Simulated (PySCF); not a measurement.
CH8ClPSi2.
Z-matrix (Å and degrees, GFN2-xTB geometry), rows numbered from 1:
```
Si
P   1  2.2355
Si  2  2.2331  1  103.21
C   3  1.9097  2  105.32  1    81.62
Cl  4  1.7804  3  109.51  2   177.23
H   1  1.4629  2  106.72  3   -76.84
H   1  1.4657  2  113.38  3    43.84
H   1  1.4621  2  106.64  3   164.47
H   2  1.3787  1   96.02  3   -96.05
H   3  1.4636  2  108.27  1  -161.84
H   3  1.4674  2  116.14  1   -37.79
H   4  1.0884  3  112.87  2   -64.09
H   4  1.0881  3  112.25  2    58.81
```

Computed, not measured: B3LYP/def2-SVPD in PySCF (dipole) on a GFN2-xTB geometry, gas phase.

Masses are those of the commonest isotopes; rigid-rotor values at the optimised geometry. The values belong to one conformer with, in the numbering `[SiH3:1][PH:2][SiH2:3][CH2:4][Cl:5]`, Si1–P2–Si3–C4 82°, P2–Si3–C4–Cl5 177°.

(1) Give the principal moments of inertia and the rotational constants in MHz.

(2) Classify the top.

(3) Is it planar, by Δ = Ic − Ia − Ib?

(4) Give the other two planar moments, Paa and Pbb, and the rms extents of the mass along the axes.

(5) Where do the levels up to J = 4 lie, in MHz?

(6) Which types of transition are allowed, and where do some lines up to J = 5 fall?

## Answers

(1) Ia = 123.66, Ib = 702.29, Ic = 766.27 u·Å²; 505379 MHz·u·Å²/I gives A = 4087, B = 719.6, C = 659.5 MHz.

(2) A near-prolate asymmetric top; Ray's κ = -0.965.

(3) Not planar: Δ = Ic − Ia − Ib = -59.69 u·Å². For a rigid frame Δ = −2 Σ m c², so Σ m c² = 29.84 u·Å² lies off the ab plane: 10.40 from hydrogen and 19.45 from heavier atoms. The atom farthest from that plane is 1.87 Å away.

(4) Paa = Σ m a² = (Ib + Ic − Ia)/2 = 672.45 and Pbb = Σ m b² = (Ia + Ic − Ib)/2 = 93.82 u·Å². With the mass M = 141.96 u, the rms extents √(P/M) along a, b and c are 2.18, 0.81, 0.46 Å.

(5) Above 0(0,0):
J = 1: 1(0,1) 1379, 1(1,1) 4746, 1(1,0) 4806
J = 2: 2(0,2) 4137, 2(1,2) 7445, 2(1,1) 7625, 2(2,1) 17726, 2(2,0) 17727
J = 3: 3(0,3) 8271, 3(1,3) 11491, 3(1,2) 11852, 3(2,2) 21864, 3(2,1) 21868, 3(3,1) 38850, 3(3,0) 38850
J = 4: 4(0,4) 13780, 4(1,4) 16886, 4(1,3) 17487, 4(2,3) 27380, 4(2,2) 27392, 4(3,2) 44368, 4(3,1) 44368, 4(4,1) 68147, 4(4,0) 68147
The levels of one J sum to (2J + 1)J(J + 1)(A + B + C)/3.

(6) The dipole components are |μa| = 1.79 D, |μb| = 0.16 D, |μc| = 0.03 D. The squared components, which scale the intensities, stand as 1.00 : 0.01 : 0.00 (a : b : c). Some lines, for components of 0.1 D or more:

| type | branch | J(Ka,Kc) | MHz | lower level (cm⁻¹) |
| --- | --- | --- | --- | --- |
| a | Q | 3(1,2) ← 3(1,3) | 360 | 0.383 |
| a | Q | 5(1,4) ← 5(1,5) | 901 | 0.788 |
| b | Q | 1(1,0) ← 1(0,1) | 3427 | 0.046 |
| b | R | 1(1,1) ← 0(0,0) | 4746 | 0.000 |
| a | R | 4(1,4) ← 3(1,3) | 5395 | 0.383 |
| a | R | 4(3,1) ← 3(3,0) | 5518 | 1.296 |
| a | R | 5(0,5) ← 4(0,4) | 6880 | 0.460 |
| a | R | 5(4,2) ← 4(4,1) | 6898 | 2.273 |
| a | R | 5(4,1) ← 4(4,0) | 6898 | 2.273 |
| b | R | 4(1,4) ← 3(0,3) | 8615 | 0.276 |
| b | R | 5(1,5) ← 4(0,4) | 9849 | 0.460 |
| b | Q | 4(2,2) ← 4(1,3) | 9905 | 0.583 |
| b | R | 2(2,1) ← 1(1,0) | 12920 | 0.160 |
| b | R | 2(2,0) ← 1(1,1) | 12981 | 0.158 |
| b | R | 3(2,2) ← 2(1,1) | 14239 | 0.254 |
| b | R | 5(2,4) ← 4(1,3) | 16787 | 0.583 |
| b | Q | 4(3,1) ← 4(2,2) | 16977 | 0.914 |
| b | Q | 4(3,2) ← 4(2,3) | 16989 | 0.913 |
| b | Q | 5(3,3) ← 5(2,4) | 16993 | 1.143 |
| b | R | 5(2,3) ← 4(1,4) | 17415 | 0.563 |
| b | R | 3(3,0) ← 2(2,1) | 21124 | 0.591 |
| b | R | 4(3,1) ← 3(2,2) | 22505 | 0.729 |
| b | Q | 5(4,1) ← 5(3,2) | 23778 | 1.710 |
| b | R | 5(3,2) ← 4(2,3) | 23887 | 0.913 |
| b | R | 5(5,1) ← 4(4,0) | 37471 | 2.273 |

No GFN2-xTB frequencies stand behind this structure, so it isn't proved a minimum. These are rigid-rotor constants of the computed structure; measured ground-state constants (B0) also hold zero-point vibration. A rigid rotor knows nothing of internal rotation, which can split or shift real lines. Quadrupole hyperfine structure (35Cl) is left out.

Time: 38 s. Hardware: Arm Neoverse V2, one thread, shared host. This is the B3LYP/def2-SVPD job that gave the dipole, with the excitations it also computed.
